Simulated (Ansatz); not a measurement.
Geometry optimisation, RKS BLYP-D4/def2-SVP (Ansatz 0.2.0).

Input:

```yaml
crystal:
  periodic: [false, false, false]
  atoms:
    - { symbol: Sn, position_ang: [-0.020152, 0.143694, -1.032714] }
    - { symbol: O, position_ang: [1.371944, 0.198849, 1.781669] }
    - { symbol: H, position_ang: [0.860448, -0.55704, 2.146129] }
    - { symbol: H, position_ang: [1.963779, -0.237137, 1.114641] }
    - { symbol: H, position_ang: [-1.302476, 1.345801, -0.627588] }
    - { symbol: H, position_ang: [-0.983844, -1.175567, -0.231637] }
basis:
  gaussian: { orbitals: def2-SVP }
hamiltonian:
  xc: blyp
  dispersion: d4
relax:
  f_tol: 0.03
  max_steps: 50
```

Run as:

```bash
$ ansatz run input.yaml --threads 1 --pin off --max-ram 2048MiB --backend cpu --events-out ev --progress --plain --runs-dir out
```

Question: Where does it end, and by what steps?

Answer: The forces met the threshold. The force dipped under the threshold on the way, but the program's further checks kept it going. After 23 steps the energy has fallen by 0.361 eV; H3 moved furthest, 1.17 Å.

```json
{"step": "0", "energy less start (eV)": "0.0000", "largest force component (eV/Å)": "0.850", "accepted": "yes"}
{"step": "1", "energy less start (eV)": "-0.1235", "largest force component (eV/Å)": "1.573", "accepted": "yes"}
{"step": "2", "energy less start (eV)": "-0.1885", "largest force component (eV/Å)": "1.655", "accepted": "yes"}
{"step": "3", "energy less start (eV)": "-0.2804", "largest force component (eV/Å)": "0.943", "accepted": "yes"}
{"step": "4", "energy less start (eV)": "-0.3113", "largest force component (eV/Å)": "0.419", "accepted": "yes"}
{"step": "5", "energy less start (eV)": "-0.3275", "largest force component (eV/Å)": "0.120", "accepted": "yes"}
{"step": "6", "energy less start (eV)": "-0.3358", "largest force component (eV/Å)": "0.070", "accepted": "yes"}
{"step": "7", "energy less start (eV)": "-0.3412", "largest force component (eV/Å)": "0.021", "accepted": "yes"}
{"step": "8", "energy less start (eV)": "-0.3084", "largest force component (eV/Å)": "1.210", "accepted": "no"}
{"step": "9", "energy less start (eV)": "-0.3423", "largest force component (eV/Å)": "0.037", "accepted": "yes"}
{"step": "10", "energy less start (eV)": "-0.3426", "largest force component (eV/Å)": "0.344", "accepted": "yes"}
{"step": "11", "energy less start (eV)": "-0.3501", "largest force component (eV/Å)": "0.052", "accepted": "yes"}
{"step": "12", "energy less start (eV)": "-0.3531", "largest force component (eV/Å)": "0.019", "accepted": "yes"}
{"step": "13", "energy less start (eV)": "-0.3171", "largest force component (eV/Å)": "1.369", "accepted": "no"}
{"step": "14", "energy less start (eV)": "-0.3485", "largest force component (eV/Å)": "0.422", "accepted": "no"}
{"step": "15", "energy less start (eV)": "-0.3543", "largest force component (eV/Å)": "0.127", "accepted": "yes"}
{"step": "16", "energy less start (eV)": "-0.3539", "largest force component (eV/Å)": "0.354", "accepted": "no"}
{"step": "17", "energy less start (eV)": "-0.3555", "largest force component (eV/Å)": "0.068", "accepted": "yes"}
{"step": "18", "energy less start (eV)": "-0.3566", "largest force component (eV/Å)": "0.076", "accepted": "yes"}
{"step": "19", "energy less start (eV)": "-0.3570", "largest force component (eV/Å)": "0.225", "accepted": "yes"}
{"step": "20", "energy less start (eV)": "-0.3598", "largest force component (eV/Å)": "0.016", "accepted": "yes"}
{"step": "21", "energy less start (eV)": "-0.3604", "largest force component (eV/Å)": "0.076", "accepted": "yes"}
{"step": "22", "energy less start (eV)": "-0.3587", "largest force component (eV/Å)": "0.337", "accepted": "no"}
{"step": "23", "energy less start (eV)": "-0.3609", "largest force component (eV/Å)": "0.005", "accepted": "yes"}
```

```xyz
6
Properties=species:S:1:pos:R:3
Sn 0.043 0.252 -0.955
O 1.388 0.158 1.162
H 0.702 0.534 1.755
H 1.357 -0.802 1.362
H -1.154 0.991 0.212
H -0.446 -1.415 -0.385
```

Whether the end is a true minimum wasn't checked by a vibrational analysis.

The run took 29 s on 1 thread of Arm Neoverse V2, with other jobs on the host, peak memory 0.094 GiB.
